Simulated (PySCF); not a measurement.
## IrCl₂⁺, singlet: structure and spectrum

All numbers come from B3LYP/[Ir def2-SVP with ECP60, Cl def2-SVP], scalar-relativistic core potentials, density fitting, no spin–orbit coupling, PySCF.

The structure is a higher-order saddle point with 2 imaginary modes (one degenerate set).

Coordinates in bohr (charge 1 multiplicity 1):
```
Ir    0.0000    0.0000    0.0000
Cl    0.0000    0.0000    3.9934
Cl    0.0000    0.0000   -3.9934
```

```json
{"Point group": "D∞h", "Bond lengths": "Ir–Cl 2.113 Å (×2)", "Bond angles": "Cl–Ir–Cl 180.0°", "Rotational constants": "0.05397 cm⁻¹", "Principal quadrupole moments (Buckingham, traceless) about the centre of mass": "-9.09, -9.09, 18.19 D Å", "Highest occupied level": "-14.24 eV", "Lowest empty level": "-12.34 eV", "Zero-point energy (real modes)": "5.5 kJ/mol", "Principal polarisabilities": "30.9, 30.9, 98.1 bohr³", "Dipole moment about the centre of mass": "0.00 D"}
```

Harmonic modes (masses in u: Ir 192.963, Cl 34.969):
```csv
symmetry,ω (cm⁻¹),"IR (km/mol, summed over degenerate members)",μ (u),type
πu,71i,–,44.71,bend
σg+,448,0.0,34.97,stretch
σu+,480,43.7,44.71,stretch
```

In D∞h the vibrations span πu + σg+ + σu+. The σg+ mode carries no infrared intensity, as symmetry demands. With a centre of inversion only u modes can be infrared active and only g modes Raman active.

Charges (e):
```json
{"atom": "Ir1", "Mulliken": "0.54", "Löwdin": "-0.09", "polar tensor": "1.09", "Mayer order to Ir1": "–"}
{"atom": "Cl2,3", "Mulliken": "0.23", "Löwdin": "0.54", "polar tensor": "-0.05", "Mayer order to Ir1": "1.68"}
```
Other Mayer orders above 0.3: Cl–Cl 0.33.

Mulliken populations on Ir1 (electrons outside its core potential): s 2.96, p 6.19, d 7.27, f 0.04.

Outer orbital energies (eV). occupied: -18.20, -18.20, -17.39, -16.70, -16.70, -14.55, -14.55, -14.24; empty: -12.34, -12.34, -5.70, -4.66.

Only a few start shapes were tried, so a lower isomer may exist. At this level a quintet minimum of D∞h symmetry lies 88 kJ/mol below this structure. At the minimum of this search the closed-shell solution is unstable towards spin polarisation, so a lower open-shell solution exists. No spin–orbit coupling is included, which matters more the heavier the element.

The final relaxation and frequency run took about 19 core-seconds on a shared host.
